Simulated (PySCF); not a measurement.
PySCF input for FH6NSi2, SMILES [SiH2](N[SiH3])F, C-PCM-B3LYP/def2-SVP. Geometry: PBE0-D3(BJ)/def2-SVP. One conformer was computed; it need not be the lowest.

```python
import numpy as np
from pyscf import gto, scf, dft
from pyscf.solvent import pcm

mol = gto.M(
    atom='''
    Si    0.95307982   -0.78756263   -0.17309256
    F     2.10815264    0.05960774    0.60070654
    N    -0.34984236    0.20766907   -0.69269051
    Si   -1.79094942    0.65745542    0.18898142
    H     0.43374993   -1.78566801    0.79536418
    H     1.61104724   -1.39168616   -1.36140980
    H    -0.20478205    0.68855509   -1.57765298
    H    -3.01128251    0.43710096   -0.64561187
    H    -1.78120262    2.09284608    0.60837057
    H    -1.84183297   -0.20980002    1.40097076
    ''',
    basis='def2-SVP',
    charge=0,
    spin=0,
    max_memory=1600,
    verbose=3,
)
mf = dft.RKS(mol, xc='b3lyp').density_fit(auxbasis='def2-universal-jkfit')
mf.grids.level = 3
mf.conv_tol = 1e-9
mf.max_cycle = 100
mf.kernel()
res = {}
for name, eps in {'water': 78.355, 'cyclohexanone': 15.619, 'chloroform': 4.7113}.items():
    s = mf.PCM()
    s.with_solvent.method, s.with_solvent.eps, s.with_solvent.lebedev_order = 'C-PCM', eps, 29
    s.kernel(mf.make_rdm1())
    res[name] = (s.e_tot, eps, s.dip_moment(), s.mo_energy, s.converged)
    print(f'{name}: electrostatic solvation free energy {(s.e_tot - mf.e_tot) * 627.509474:.3f} kcal/mol')
```

Output:

```
converged SCF energy = -737.025025906563

WARN: PCM is an experimental feature. It is still in testing.
Features and APIs may be changed in the future.

converged SCF energy = -737.029939061869
Dipole moment(X, Y, Z, Debye): -1.22462, -0.00069, -1.75584
water: electrostatic solvation free energy -3.083 kcal/mol

WARN: PCM is an experimental feature. It is still in testing.
Features and APIs may be changed in the future.

converged SCF energy = -737.029655473375
Dipole moment(X, Y, Z, Debye): -1.21681, -0.00269, -1.73164
cyclohexanone: electrostatic solvation free energy -2.905 kcal/mol

WARN: PCM is an experimental feature. It is still in testing.
Features and APIs may be changed in the future.

converged SCF energy = -737.02885530241
Dipole moment(X, Y, Z, Debye): -1.19481, -0.00798, -1.66549
chloroform: electrostatic solvation free energy -2.403 kcal/mol
```

The calculation finished and met its thresholds.

Cost: very roughly 80 core-seconds.
